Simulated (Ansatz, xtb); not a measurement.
## Relaxing a trial structure of C6H7BO

The starting geometry of this gas-phase singlet was built from a drawn formula by distance geometry and a force field; its bonds are those of `BC1(C=O)C=CC=C1`.

```xyz
15

C     0.5228   -0.1568   -0.1268
C     1.2690   -0.6250   -1.3795
C    -0.7964    0.4238   -0.4996
C    -0.8502    1.6888   -0.2345
C     0.3588    2.1052    0.4611
C     1.1702    1.0505    0.4505
B     0.3704   -1.3278    0.9468
O     2.4715   -0.7767   -1.3541
H    -0.4525   -2.1778    0.6728
H     1.2800   -1.6230    1.5242
H     0.7337   -0.8481   -2.2955
H    -1.5905   -0.1328   -1.0696
H    -1.7636    2.2904   -0.3380
H     0.6293    3.0489    0.8384
H     2.1948    1.0694    0.9024
```

Where would you expect an optimisation with r2SCAN-D4/def2-SVP to take it?

A new bond forms, giving a structure given below by its coordinates. Distances that change by over a tenth: C1–B7 (1.60 → 1.79 Å), C3–C4 (1.29 → 1.43 Å). Contacts that close: C3–B7 (2.55 → 1.68 Å).

The energy falls by 1.57 eV over 29 steps:

```
step  E − E(last) (eV)
   1             1.565
   4             0.762
   7             0.731
  10             0.716
  13             0.558
  17             0.173
  20             0.016
  23             0.003
  26             0.000
  29             0.000
```

Final geometry (Å):

```tsv
atom	x (Å)	y (Å)	z (Å)
C	0.7967	0.0742	-0.5670
C	1.5202	-0.8553	-1.4575
C	-0.6623	0.2592	-0.4823
C	-0.8564	1.4782	0.2451
C	0.3835	2.0061	0.6268
C	1.3888	1.1509	0.1537
B	-0.1344	-0.8971	0.6173
O	2.7202	-0.8394	-1.6144
H	-0.3053	-2.0504	0.3027
H	0.0461	-0.5615	1.7557
H	0.8628	-1.5896	-1.9937
H	-1.3779	-0.1720	-1.1867
H	-1.8342	1.8858	0.5131
H	0.5357	2.8805	1.2610
H	2.4637	1.2394	0.3248
```

From the same start GFN2-xTB reaches the same bonding as this run.

No frequencies were run, so the end isn't proven a minimum. Run with Ansatz 0.2.0, 2.6 min on 2 threads of Arm Neoverse V1 (shared host).
